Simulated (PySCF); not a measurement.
Ligands exchanged one at a time, Ge F-Cl. Isolated molecules, 0 K electronic values unless said otherwise. Strings in code marks are SMILES.

These are B3LYP-D3(BJ)/def2-TZVP (PySCF) values and carry that method's errors. All candidates: neutral, multiplicity 1. B3LYP has the VWN-RPA correlation part, as in Gaussian. Excitations are Tamm–Dancoff values on a coarser integration grid. The basis has no diffuse functions, so Rydberg states are missing or too high.

| Item | Value |
|---|---|
| HOMO | -9.52 eV |
| T1 excitation (TDA) | 5.35 eV |
| S1 excitation (TDA) | 5.77 eV |

Question: Identify which member has these values.
A) `[F][Ge]([F])([F])[Cl]`
B) `[F][Ge]([Cl])([Cl])[Cl]`
C) `[F][Ge]([F])([Cl])[Cl]`

Answer: B, `[F][Ge]([Cl])([Cl])[Cl]`. The others give `[F][Ge]([F])([Cl])[Cl]`: -9.84 eV, 5.70 eV, 6.22 eV; `[F][Ge]([F])([F])[Cl]`: -10.35 eV, 6.19 eV, 6.74 eV
